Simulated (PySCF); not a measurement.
FH6NOSi2. Atoms are numbered in the order given.

```xyz
11

N     -1.6756    -1.1047     1.0413
Si    -1.0119     0.1508     0.0654
O     -0.4968     1.5533     0.8274
Si     1.0018    -0.5987    -0.8882
F      2.0761     0.5074    -0.2938
H     -1.1072    -1.6003     1.7218
H     -2.6413    -1.0524     1.3535
H     -2.1007     0.5236    -0.8779
H      0.4660     1.6461     0.8605
H      1.4552    -1.9458    -0.4239
H      1.0885    -0.5618    -2.3787
```

Coordinates come from a r2SCAN-D4/def2-SVP optimisation. The structure was generated by enumeration; whether it is a known compound was not checked. The values are those of a single conformer.

The numbers are results of ωB97X/def2-TZVP (PySCF), not measurements.

Isolated molecule, no solvent.

Computed frontier levels, gap, dipole moment and polarisability:
The highest occupied level is -10.11 eV and the lowest empty level is 1.34 eV. The orbital gap comes out as 11.45 eV and the dipole moment comes out as 2.01 D. The quadrupole, principal values (traceless, Buckingham form, about the centre of nuclear charge) is -5.79, -0.83, 6.62 D·Å and the mean static polarisability comes out as 61.7 bohr³ (9.14 Å³). The polarisability, principal values is 55.5, 60.2, 69.4 bohr³.
